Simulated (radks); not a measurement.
The numbers below are computed, except where a source is named.
Problem. The mean radii <r> (bohr) of the occupied orbitals of an atom or ion are listed with their occupations. Level of theory: Dirac Kohn-Sham, PBE, spin-unpolarised, spherical densities, point nucleus (a radial shooting solver on a logarithmic mesh with Libxc functionals).

| orbital | occ. | <r> |
|---|---|---|
| 1s1/2 | 2 | 0.03111 |
| 2s1/2 | 2 | 0.1345 |
| 2p1/2 | 2 | 0.1141 |
| 2p3/2 | 4 | 0.1191 |
| 3s1/2 | 2 | 0.3667 |
| 3p1/2 | 2 | 0.3580 |
| 3p3/2 | 4 | 0.3687 |
| 3d3/2 | 4 | 0.3402 |
| 3d5/2 | 6 | 0.3436 |
| 4s1/2 | 2 | 0.8383 |
| 4p1/2 | 1.66667 | 0.8679 |
| 4p3/2 | 3.33333 | 0.8869 |

Name the element and its charge. Open shells, if any, are shared by 2j + 1.

Solution. Z = 47, silver, charge +12: Ag12+ in [Ar] 3d10 4s2 4p5. The 1s radius gives Z: for a bare nucleus <r> = (2 gamma + 1)/(2Z) with gamma = sqrt(1 - (Z/c)^2), 0.03062 bohr for Z = 47, and screening makes it slightly larger (0.03111 here). The occupations add up to 35, and the charge is Z minus that.
